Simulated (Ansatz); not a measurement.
CHO₂ (SMILES O=C=[OH+]), charge +1, singlet, geometry from GFN2-xTB; Ansatz (an electronic-structure program) with PBE0/def2-SV(P).

Here is a job for Ansatz.
Ansatz 0.2 input:
```yaml
crystal:
  periodic: [false, false, false]
  atoms:
    - {symbol: O, position_ang: [1.21306943, -0.14410509, -0.06170642]}
    - {symbol: C, position_ang: [0.10887143, -0.00061822, -0.02177577]}
    - {symbol: O, position_ang: [-1.06740096, 0.07785148, 0.11883730]}
    - {symbol: H, position_ang: [-1.81857638, 0.53373819, -0.32639241]}
basis:
  gaussian:
    orbitals: def2-SV_P_.json
hamiltonian:
  xc: pbe0
total_charge: 1
```
The basis file holds def2-SV(P) in the JSON format of the Basis Set Exchange.

Output, abridged:

```
Functional definition: PBE0
434 factors; integrals over basis functions are off by at most 1.1e-3 eV
mean field evaluation 1: about -5119.5942 eV, gradient 7.1e1 eV
mean field evaluation 2: about -5109.0204 eV, gradient 1.0e2 eV
mean field evaluation 4: about -5127.7570 eV, gradient 6.4e0 eV
mean field evaluation 8: about -5127.8293 eV, gradient 3.2e-2 eV
mean field -5127.82930336 eV, -188.4442511308 hartree, gradient 5.5e-5 eV, S^2 0.000000; 0 other end points of the search recorded, 0 dependent functions left out
reference -5127.82931433 eV, -188.4442515339 hartree; 11, 11 occupied and 33, 33 virtual orbitals, 434 factors
Total energy: -5127.82931433 eV, -188.4442515339 hartree
```
